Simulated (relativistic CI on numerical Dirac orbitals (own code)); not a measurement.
# Ligand-field terms of d6

Computed with a parametric ligand-field model of a d^n configuration (Racah B and C, spin-orbit zeta, crystal field), exact diagonalisation.

Field parameters in Wybourne normalisation: Oh B⁴₀ = 21Dq, B⁴₄ = √(5/14) B⁴₀. The field is a parameter set, without covalency.

Task: Lowest levels for B = 410, C = 1780, ζ = 740 cm⁻¹, Oh, 10Dq = 34850 cm⁻¹?

Result: A1 0 (S 0.01), E 29417 (S 1.00), T2 29473 (S 1.00), T1 29900 (S 1.00), A1 30220 (S 1.00), T1 32403 (S 0.88), E 32703 (S 1.00), T2 33089 (S 1.00), A2 33297 (S 1.00) cm⁻¹, with S from ⟨S²⟩ = S(S + 1). The ground level has 0.01 electrons in the cubic e pair.

Task: Lowest levels for B = 630, C = 2440, ζ = 2200 cm⁻¹, Oh, 10Dq = 25300 cm⁻¹?

Result: A1 0 (S 0.12), E 17375 (S 1.05), T2 17799 (S 1.03), T1 18616 (S 1.04), A1 20439 (S 1.08), T1 22015 (S 0.92), E 23215 (S 1.03), T2 24186 (S 1.10), A2 25103 (S 1.00) cm⁻¹, with S from ⟨S²⟩ = S(S + 1). The ground level has 0.09 electrons in the cubic e pair; its S is far from a half-integer, so spin-orbit coupling mixes spin states.

Task: Lowest levels for B = 1030, C = 4000, ζ = 480 cm⁻¹, Oh, 10Dq = 26600 cm⁻¹?

Result: A1 0 (S 0.01), T2 15218 (S 1.03), E 15219 (S 1.02), T1 15500 (S 1.06), A1 15678 (S 1.08), T2 18116 (S 1.99), T1 18347 (S 1.98), E 18387 (S 1.97), T2 18815 (S 1.98) cm⁻¹, with S from ⟨S²⟩ = S(S + 1). The ground level has 0.05 electrons in the cubic e pair.

Task: Lowest levels for B = 1010, C = 4490, ζ = 130 cm⁻¹, Oh, 10Dq = 7200 cm⁻¹?

Result: T2 0 (S 2.00), E 63 (S 2.00), T1 65 (S 2.00), A1 158 (S 2.00), T1 161 (S 2.00), T2 163 (S 2.00), A2 7298 (S 2.00), T2 7299 (S 2.00), E 7299 (S 2.00) cm⁻¹, with S from ⟨S²⟩ = S(S + 1). The ground level has 2.00 electrons in the cubic e pair.

Task: Lowest levels for B = 500, C = 2260, ζ = 4100 cm⁻¹, Oh, 10Dq = 31150 cm⁻¹?

Result: A1 0 (S 0.20), E 22436 (S 1.05), T2 23521 (S 1.01), T1 23793 (S 0.95), A1 29030 (S 1.06), T1 29464 (S 0.99), E 30856 (S 1.00), T2 31927 (S 1.05), A2 33025 (S 0.99) cm⁻¹, with S from ⟨S²⟩ = S(S + 1). The ground level has 0.13 electrons in the cubic e pair; its S is far from a half-integer, so spin-orbit coupling mixes spin states.
